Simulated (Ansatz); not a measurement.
CH6SSeSi, singlet, geometry from GFN2-xTB, atoms displaced at random by about 0.08 Å a coordinate; PBE/STO-3G, gradient (Ansatz, an electronic-structure program).

Input for Ansatz:
Ansatz 0.2 input:
```yaml
crystal:
  periodic: [false, false, false]
  atoms:
    - {symbol: Se, position_ang: [-0.04821598, -0.20849983, 1.02219934]}
    - {symbol: S, position_ang: [1.37687555, 0.56011487, -0.65676179]}
    - {symbol: C, position_ang: [1.98638349, -0.81535409, -1.52748090]}
    - {symbol: H, position_ang: [2.28678474, -1.66479844, -0.88242920]}
    - {symbol: H, position_ang: [2.48937132, -0.55447564, -2.11712859]}
    - {symbol: H, position_ang: [0.93512826, -1.18826102, -2.18064398]}
    - {symbol: Si, position_ang: [-2.03926657, 0.21600925, -0.38594451]}
    - {symbol: H, position_ang: [-1.99196940, -0.34441174, -1.56454181]}
    - {symbol: H, position_ang: [-2.17268972, 1.57488169, -0.41258430]}
    - {symbol: H, position_ang: [-3.05007562, -0.38630006, 0.60307897]}
basis:
  gaussian:
    orbitals: STO-3G
hamiltonian:
  xc: pbe
output: {forces: true}
```

What the program printed (banner, timings and long lists left out):

```
Functional definition: PBE
524 factors; integrals over basis functions are off by at most 3.3e-5 eV
mean field evaluation 1: about -84219.2126 eV, gradient 2.1e1 eV
mean field evaluation 2: about -84216.0796 eV, gradient 3.2e1 eV
mean field evaluation 4: about -84221.0627 eV, gradient 1.6e0 eV
mean field evaluation 8: about -84221.0156 eV, gradient 3.4e-2 eV
mean field -84221.01558666 eV, -3095.0652357549 hartree, gradient 1.1e-5 eV, S^2 0.000000; 0 other end points of the search recorded, 0 dependent functions left out
the calculation of the forces begins
reference -84221.01561058 eV, -3095.0652366342 hartree; 38, 38 occupied and 9, 9 virtual orbitals, 524 factors
Total energy: -84221.01561058 eV, -3095.0652366342 hartree
Atom 0 at    -0.048216    -0.208500     1.022199 Å, force    -0.751384     0.471395    -2.819492 eV/Å
Atom 1 at     1.376876     0.560115    -0.656762 Å, force    -0.578034     2.963234     2.737509 eV/Å
Atom 2 at     1.986383    -0.815354    -1.527481 Å, force   -20.945748   -11.276981    15.500934 eV/Å
Atom 3 at     2.286785    -1.664798    -0.882429 Å, force     0.421536     0.167861    -0.544134 eV/Å
Atom 4 at     2.489371    -0.554476    -2.117129 Å, force    16.754143     7.897481   -18.329258 eV/Å
Atom 5 at     0.935128    -1.188261    -2.180644 Å, force     3.784251     0.211586     1.791899 eV/Å
Atom 6 at    -2.039267     0.216009    -0.385945 Å, force     0.885088    -1.525748     8.098582 eV/Å
Atom 7 at    -1.991969    -0.344412    -1.564542 Å, force     0.145165    -2.187440    -4.512095 eV/Å
Atom 8 at    -2.172690     1.574882    -0.412584 Å, force    -0.405557     2.611807    -0.357674 eV/Å
Atom 9 at    -3.050076    -0.386300     0.603079 Å, force     0.690542     0.666805    -1.566271 eV/Å
Dipole moment:    -0.247132    -0.065096    -0.373617 e Å
```
